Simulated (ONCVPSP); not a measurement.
# Transferability test, ONCV potential for Ce (Z = 58)

Ce, optimised norm-conserving Vanderbilt (ONCV), made with ONCVPSP 4.0.1 (PBE, scalar-relativistic). Core [Kr] 4d10 5s2, reference 5p6 5d2 6s2. Waves: 6s: rc 3.50 bohr, ncon 5, nbas 9, qcut 1.8 1/bohr, 2 projectors, debl 2.3 Ha; 5p: rc 1.75 bohr, ncon 4, nbas 7, qcut 5.6 1/bohr, 2 projectors, debl 4 Ha; 5d: rc 2.20 bohr, ncon 5, nbas 9, qcut 4.9 1/bohr, 2 projectors, debl 1.8 Ha; f scattering state at 0.25 Ha: rc 2.90 bohr, ncon 3, nbas 5, qcut 3.4 1/bohr, 1 projector. Local part: polynomial inside 1.30 bohr (lpopt 5, dvloc0 1 Ha). Core correction: Teter function, fcfact 5.25, rcfact 1.6.

In the f channel the program set the typed energies aside and used -0.419 Ha.

Energies are relative to the spin-unpolarised reference configuration 5p6 5d2 6s2; without spin polarisation the order of configurations can differ from experiment.

```
valence configuration  charge  ΔE all-electron (eV)  error AE − PS (meV)
      4f1 5p6 5d1 6s1      +1                 1.265                +2269
      4f1 5p6 5d1 6s0      +2                12.346                +2171
      4f1 5p5 5d1 6s2      +1                23.055                 +971
```

(1) What are ΔE and the potential's error for 4f1 5p6 5d1 6s2?

Levels in the configuration 4f1 5p6 5d1 6s2:

| level | all-electron (eV) | pseudo (eV) |
| --- | --- | --- |
| 5p | -23.225 | -24.266 |
| 5d | -3.059 | -3.198 |
| 6s | -3.745 | -3.756 |
| 4f | -5.381 | -10.038 |

Note: ghosts flagged at negative energy: s at -118.7 eV (a further GHOST(-) flag falls on a real empty level of the atom); GHOST(+) flagged for s at 41.0 eV, f at 88.3 eV, p at 176.1 eV. A true bound ghost makes a file unfit for plane-wave use.

## Answers

(1) ΔE = -4.806 eV all-electron; the error (AE − PS) is +2305 meV.

These tests converged, but a pseudo level misses the all-electron one widely, so the file describes the atom poorly there or has found another state: 4f1 5p6 5d1 6s2: 4f by 4.7 eV; 4f1 5p6 5d1 6s1: 4f by 4.7 eV; 4f1 5p6 5d1 6s0: 4f by 4.7 eV; 4f1 5p5 5d1 6s2: 4f by 4.0 eV.
